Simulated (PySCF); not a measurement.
One molecule, one basis, several functionals.

Species: CH5FOSi.
SMILES: `O[SiH2]CF`

Torsions of this conformer, `[OH:1][SiH2:2][CH2:3][F:4]`: O1–Si2–C3–F4 63°, H–O1–Si2–C3 -63°.

PySCF, def2-SVPD basis, density fitting, gas phase, PBE0-D3(BJ)/def2-SVP geometry; singlet excitations by full TDDFT with frozen cores, triplets by Tamm–Dancoff TDDFT and ionisation energies by ΔSCF, from the lowest of the holes tried. One functional is left out:

```csv
functional,exact exchange (%),HOMO energy (eV),LUMO energy (eV),lowest singlet excitation (eV),lowest triplet excitation (eV),dipole moment (D),mean polarisability (au),vertical ionisation energy (eV)
LDA,0,-7.03,-1.10,6.06,5.81,0.669,48.2,10.32
PBE,0,-6.92,-0.91,6.11,5.83,0.622,47.4,10.17
B3LYP,20,-8.22,-0.34,6.76,6.43,0.725,45.4,10.65
BHandHLYP,50,-9.89,0.63,7.54,7.10,0.822,43.2,11.02
```

Task: Predict the row of PBE0 (25 % exact exchange) by straight lines through the other rows, and check it.

Result: 
```csv
property,line,computed,computed − line,"B3LYP (20 %), for comparison"
HOMO energy (eV),-8.45,-8.43,+0.02,-8.22
LUMO energy (eV),-0.18,-0.05,+0.13,-0.34
lowest singlet excitation (eV),6.84,6.93,+0.09,6.76
lowest triplet excitation (eV),6.49,6.53,+0.04,6.43
dipole moment (D),0.736,0.715,-0.021,0.725
mean polarisability (au),45.4,45.0,-0.4,45.4
vertical ionisation energy (eV),10.66,10.65,-0.01,10.65
```

Task: Which of these properties follows the share of exact exchange most closely, and which least?

Result: Most closely the HOMO energy, least the dipole moment; the correlations over the tabulated rows are HOMO energy -0.999, lowest singlet excitation 0.997, lowest triplet excitation 0.997, LUMO energy 0.995, mean polarisability -0.981, vertical ionisation energy 0.979, dipole moment 0.973. The HOMO energy moves by -0.584 eV for every 10 %. Functionals with the same share still differ in their other parts: at 0 % LDA and PBE differ by 0.11 eV in it.
